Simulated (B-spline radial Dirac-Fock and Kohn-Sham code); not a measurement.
## Relativistic shifts of the levels of S⁴⁺

System: the S⁴⁺ ion, [Ne] 3s2.

Both columns are ΔSCF binding energies of the configuration average from an atomic code on a B-spline grid: non-relativistic Hartree-Fock with a point nucleus, and Dirac-Fock with a finite nucleus and the Coulomb interaction alone, averaged over the two j levels with weights 2j+1.

| shell | Hartree-Fock (eV) | Dirac-Fock (eV) | shift (eV) | shift (%) |
| --- | --- | --- | --- | --- |
| 1s | 2542.5 | 2550.9 | +8.45 | +0.33 |
| 2s | 300.8 | 302.2 | +1.41 | +0.47 |
| 2p | 236.5 | 236.5 | +0.02 | +0.01 |
| 3s | 70.62 | 70.81 | +0.19 | +0.28 |

Relativity binds 1s, 2s, 2p, 3s more strongly, among those listed most of all 2s in relative terms.

Values without a named source are computed, but for edge energies of neutral atoms, which are taken from tables.
